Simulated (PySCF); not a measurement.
# Rotational lines of GaCl

Lines J+1 ← J of the vibrational ground state, computed from PBE0 constants of GaCl, ¹Σ⁺ (singlet), closed shell (basis Ga cc-pVTZ-PP with ECP10, Cl cc-pV(T+d)Z; scalar-relativistic core potentials; PySCF 2.14; masses 68.9256 and 34.9689 u), in MHz:

```csv
J,ν (MHz)
0,8824.2
1,17648.4
2,26472.4
3,35296.2
4,44119.7
```

**Question.** Find B0 and the effective bond length r0; with αe = 0.000775 cm⁻¹, find Re.

**Answer.** ν = 2B0(J+1) − 4D(J+1)³ gives B0 = 0.14717 cm⁻¹. With the reduced mass μred = 23.199 u, r0 = √(16.8576/(μred·B0)) (u, cm⁻¹, Å) = 2.2221 Å. Be = B0 + αe/2 = 0.14756 cm⁻¹ gives Re = 2.219 Å.
